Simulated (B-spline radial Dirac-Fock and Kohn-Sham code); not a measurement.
Pd⁴⁺: eigenvalues, ΔSCF and the reference

System: Pd⁴⁺, configuration 1s2 2s2 2p6 3s2 3p6 3d10 4s2 4p6 4d5 5s1 (not the ground configuration).

The density-functional columns are spherical, spin-unpolarised Dirac-Kohn-Sham results without Breit or QED terms: −ε is minus the orbital energy of the initial state and ΔSCF the difference of two total energies. The reference in the last column comes from Dirac-Fock energy differences between relaxed states, corrected for Breit and QED terms. All numbers are from a B-spline atomic structure program, in eV; a selection of levels is shown. For the 1s level of heavy atoms much of the gap between ΔSCF and the reference is the Breit and QED part, -73.2 eV here; for other levels the error of the functional can be larger.

```
     level   LDA −ε  LDA ΔSCF  Dirac-Fock
    K (1s)  24187.2   24493.7     24428.6
   L1 (2s)   3589.0    3644.7      3690.5
L2 (2p1/2)   3336.0    3404.4      3411.3
L3 (2p3/2)   3176.8    3242.0      3254.2
   M1 (3s)    700.8     721.6       751.7
M2 (3p1/2)    600.9     622.1       641.1
M3 (3p3/2)    573.1     593.8       613.0
M4 (3d3/2)    395.5     417.7       418.4
M5 (3d5/2)    390.0     412.0       413.1
N2 (4p1/2)    116.8     126.6       128.7
N3 (4p3/2)    112.0     121.6       123.8
 N4,5 (4d)    62.02     70.44       68.85
   O1 (5s)    44.44     49.32       47.21
```

Values without a named source are computed, but for edge energies of neutral atoms, which are taken from tables.
